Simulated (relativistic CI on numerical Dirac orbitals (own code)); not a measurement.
**Cr⁴⁺ (3d2) in a crystal field**

Calculated by Dirac-Coulomb-Breit CI, KLI orbitals optimised for each configuration, a model potential for QED, valence Slater integrals scaled by 0.85, one configuration in a parametric crystal field (own radial code).

Field parameters in Wybourne normalisation: Oh B⁴₀ = 21Dq, B⁴₄ = √(5/14) B⁴₀. The field is a parameter set, without covalency.

S and J are read from ⟨S²⟩ = S(S + 1) and ⟨J²⟩ = J(J + 1) of each level; they are not fictitious spins.

Oh, 10Dq = 5000 cm⁻¹, the lowest 16 levels:

```tsv
E (cm⁻¹)	Degeneracy	Irrep	S	J
0.0	2	E	1.00	2.62
43.7	3	T2	1.00	2.77
501	3	T1	1.00	3.57
745	1	A1	1.00	3.97
4354	1	A2	1.00	3.00
4395	3	T2	1.00	3.08
4602	3	T1	1.00	3.48
4632	2	E	1.00	3.58
9533	3	T2	1.00	3.40
14920	3	T2	0.02	2.26
15777	2	E	0.02	2.59
19439	1	A1	1.00	0.20
19608	3	T1	1.00	1.06
19897	3	T2	0.99	2.02
19909	2	E	0.99	2.03
23278	3	T2	0.00	3.84
```

Oh, 10Dq = 41000 cm⁻¹, the lowest 16 levels:

```csv
E (cm⁻¹),Degeneracy,Irrep,S,J
0.0,2,E,1.00,2.75
6.3,3,T2,1.00,2.76
391,3,T1,1.00,3.44
575,1,A1,1.00,3.74
15081,3,T2,0.00,3.10
15255,2,E,0.00,3.19
34199,1,A1,0.00,2.97
38647,1,A2,1.00,3.00
38723,3,T2,1.00,3.13
38875,2,E,1.00,3.42
38875,3,T1,1.00,3.41
52213,1,A1,1.00,1.09
52323,3,T1,1.00,1.49
52498,3,T2,1.00,2.12
52515,2,E,1.00,2.12
55709,3,T2,0.01,3.17
```

Oh, 10Dq = 37000 cm⁻¹, the lowest 16 levels:

```csv
E (cm⁻¹),Degeneracy,Irrep,S,J
0.0,2,E,1.00,2.75
6.8,3,T2,1.00,2.77
396,3,T1,1.00,3.45
583,1,A1,1.00,3.75
15113,3,T2,0.00,3.08
15306,2,E,0.00,3.18
33954,1,A1,0.00,3.02
34716,1,A2,1.00,3.00
34793,3,T2,1.00,3.13
34945,2,E,1.00,3.42
34945,3,T1,1.00,3.41
48344,1,A1,1.00,1.05
48456,3,T1,1.00,1.47
48636,3,T2,1.00,2.11
48653,2,E,1.00,2.11
51815,3,T2,0.01,3.19
```

Oh, 10Dq = 33000 cm⁻¹, the lowest 16 levels:

```
E (cm⁻¹)  Degeneracy  Irrep     S     J
     0.0           2      E  1.00  2.75
     7.5           3     T2  1.00  2.77
     402           3     T1  1.00  3.46
     592           1     A1  1.00  3.77
   15147           3     T2  0.00  3.06
   15365           2      E  0.00  3.17
   30798           1     A2  1.00  3.00
   30877           3     T2  1.00  3.13
   31027           3     T1  1.00  3.41
   31027           2      E  1.00  3.42
   33648           1     A1  0.00  3.09
   44500           1     A1  1.00  1.01
   44613           3     T1  1.00  1.44
   44799           3     T2  1.00  2.11
   44815           2      E  1.00  2.10
   47941           3     T2  0.01  3.21
```

Oh, 10Dq = 29000 cm⁻¹, the lowest 10 levels:

```csv
E (cm⁻¹),Degeneracy,Irrep,S,J
0.0,2,E,1.00,2.75
8.4,3,T2,1.00,2.78
409,3,T1,1.00,3.48
603,1,A1,1.00,3.79
15182,3,T2,0.00,3.03
15433,2,E,0.00,3.15
26895,1,A2,1.00,3.00
26977,3,T2,1.00,3.13
27125,3,T1,1.00,3.41
27126,2,E,1.00,3.43
```

The free-ion ground term has S = 1. Every field shown keeps that spin.

Levels of this model without a field, named by their leading LS term: 3F_2 0, 3F_3 484, 3F_4 1090, 1D_2 13962, 3P_0 16353, 3P_1 16525, 3P_2 16867, 1G_4 21443 cm⁻¹.
